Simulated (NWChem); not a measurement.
System meant: C$_{3}$H$_{10}$Si; SMILES CCC[SiH3]

Input file for NWChem:

```
start job
memory heap 200 mb stack 900 mb global 1100 mb
geometry units angstroms noautoz
  Si     0.065839     1.780135    -0.000713
  C     -0.587012     0.009485    -0.001210
  C      0.493778    -1.072128     0.001513
  C     -0.067249    -2.487100     0.000434
  H     -1.065524     2.759451    -0.003710
  H      0.911624     2.032193    -1.210463
  H      0.906523     2.033681     1.212269
  H     -1.242488    -0.108178    -0.883107
  H     -1.246486    -0.107598     0.877781
  H      1.151081    -0.938620    -0.875906
  H      1.146910    -0.938385     0.881988
  H     -0.695551    -2.667763     0.887581
  H      0.735058    -3.241170     0.001021
  H     -0.693708    -2.667088    -0.888166
end
basis spherical
  Si library def2-svp
  C library def2-svp
  H library def2-svp
end
dft
  xc xpbe96 cpbe96
  iterations 4
  mulliken
end
task dft energy
```

End of the output:

```
    Atom       Charge   Shell Charges
 -----------   ------   -------------------------------------------------------
    1 Si  14    13.60   2.00  1.93  0.68  0.34  5.82  1.34  1.24  0.25
    2 C    6     6.22   1.96  0.60  0.32  1.92  1.34  0.06
    3 C    6     6.06   1.96  0.58  0.29  1.92  1.21  0.09
    4 C    6     6.07   1.96  0.58  0.30  1.90  1.26  0.07
    5 H    1     1.09   0.64  0.42  0.02
    6 H    1     1.09   0.64  0.43  0.02
    7 H    1     1.09   0.64  0.43  0.02
    8 H    1     0.96   0.63  0.27  0.07
    9 H    1     0.96   0.63  0.27  0.07
   10 H    1     0.97   0.64  0.26  0.06
   11 H    1     0.97   0.64  0.26  0.06
   12 H    1     0.97   0.64  0.27  0.06
   13 H    1     0.97   0.64  0.27  0.07
   14 H    1     0.97   0.64  0.27  0.06

 center of mass
 --------------
 x =   0.00193545 y =   0.09492423 z =   0.00000000

 moments of inertia (a.u.)
 ------------------
         810.386519860374          -0.000004304892           0.000000000000
          -0.000004304892          89.305251738908           0.000000000000
           0.000000000000           0.000000000000         844.936879259639

     Multipole analysis of the density
     ---------------------------------

     L   x y z        total         alpha         beta         nuclear
     -   - - -        -----         -----         ----         -------
     0   0 0 0     -0.000000    -21.000000    -21.000000     42.000000

     1   1 0 0     -0.100968     -0.050484     -0.050484     -0.000000
     1   0 1 0     -0.340087     -0.170044     -0.170044     -0.000000
     1   0 0 1      0.000000      0.000000      0.000000      0.000000

     2   2 0 0    -27.043766    -37.891300    -37.891300     48.738834
     2   1 1 0     -0.289386     -0.441372     -0.441372      0.593358
     2   1 0 1      0.000000      0.000000      0.000000      0.000000
     2   0 2 0    -28.445836   -247.727737   -247.727737    467.009638
     2   0 1 1     -0.000000     -0.000000     -0.000000      0.000000
     2   0 0 2    -26.860426    -27.012654    -27.012654     27.164881

 ------------------------------------------------------------------------
 dft energy failed                                                                                  0
 ------------------------------------------------------------------------
 ------------------------------------------------------------------------
  current input line :
    29: task dft energy
 ------------------------------------------------------------------------
 ------------------------------------------------------------------------
 This type of error is most commonly associated with calculations not reaching convergence criteria
 ------------------------------------------------------------------------
 For more information see the NWChem manual at https://nwchemgit.github.io

0:dft energy failed:Received an Error in Communication
```

Problem. What is wrong, and how is it mended?

Solution. Convergence was not reached. Cause: the SCF was allowed too few iterations. This input runs:
```
start job
memory heap 200 mb stack 900 mb global 1100 mb
geometry units angstroms noautoz
  Si     0.065839     1.780135    -0.000713
  C     -0.587012     0.009485    -0.001210
  C      0.493778    -1.072128     0.001513
  C     -0.067249    -2.487100     0.000434
  H     -1.065524     2.759451    -0.003710
  H      0.911624     2.032193    -1.210463
  H      0.906523     2.033681     1.212269
  H     -1.242488    -0.108178    -0.883107
  H     -1.246486    -0.107598     0.877781
  H      1.151081    -0.938620    -0.875906
  H      1.146910    -0.938385     0.881988
  H     -0.695551    -2.667763     0.887581
  H      0.735058    -3.241170     0.001021
  H     -0.693708    -2.667088    -0.888166
end
basis spherical
  Si library def2-svp
  C library def2-svp
  H library def2-svp
end
dft
  xc xpbe96 cpbe96
  iterations 150
  mulliken
end
task dft energy
```
It converges to -409.31133 Ha (PBE/def2-SVP).
